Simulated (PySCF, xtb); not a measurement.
Mg(F)(OMe) (CH3FMgO), SMILES C[O][Mg][F].

GFN2-xTB (xtb) at its own geometry gives an orbital gap of 2.00 eV and a dipole moment of 2.79 D.

Geometry optimised at r2SCAN-D4/def2-SVP. One conformer was computed; it need not be the lowest.

Question: What does HF/def2-TZVPD (PySCF) give? (The exact figures need the calculation; the answer reports its results.)

Answer: gap 11.73 eV (levels -11.20 and 0.54 eV), dipole 1.62 D.
